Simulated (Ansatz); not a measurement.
Cl4Te, triplet, geometry from GFN2-xTB (a higher spin typed on purpose: for a closed-shell molecule this is an excited state) (all electrons, no relativity); REVPBE/STO-3G run with Ansatz (a first-principles code).

Here is a job for Ansatz.
Ansatz 0.2 input:
```yaml
crystal:
  periodic: [false, false, false]
  atoms:
    - {symbol: Te, position_ang: [-0.00000000, 0.00000000, -0.00000000]}
    - {symbol: Cl, position_ang: [1.50529057, -1.91103356, -0.16539007]}
    - {symbol: Cl, position_ang: [1.91460967, 1.50159192, 0.15746220]}
    - {symbol: Cl, position_ang: [-1.50510087, 1.91713111, -0.06769397]}
    - {symbol: Cl, position_ang: [-1.91479936, -1.50768947, 0.07562184]}
basis:
  gaussian:
    orbitals: STO-3G
hamiltonian:
  xc: revpbe
magnetization: {spin_polarized: true, initial_magnetization: 2}
```

### Question
Write the output that Ansatz gives for this input, abridged.

### Answer

```
Functional definition: revPBE
680 factors; integrals over basis functions are off by at most 1.5e-5 eV
mean field evaluation 1: about -227735.1381 eV, gradient 1.9e1 eV
mean field evaluation 2: about -227731.9776 eV, gradient 2.4e1 eV
mean field evaluation 4: about -227740.1588 eV, gradient 3.1e-1 eV
mean field evaluation 8: about -227740.1540 eV, gradient 2.8e-2 eV
mean field evaluation 16: about -227737.2993 eV, gradient 6.1e0 eV
mean field evaluation 32: about -227738.0703 eV, gradient 3.6e-6 eV
mean field -227740.15400644 eV, -8369.2962919159 hartree, gradient 4.1e-5 eV, S^2 2.000363; 6 other end points of the search recorded, 0 dependent functions left out
reference -227740.15403252 eV, -8369.2962928743 hartree; 61, 59 occupied and 2, 4 virtual orbitals, 680 factors
Total energy: -227740.15403252 eV, -8369.2962928743 hartree
```
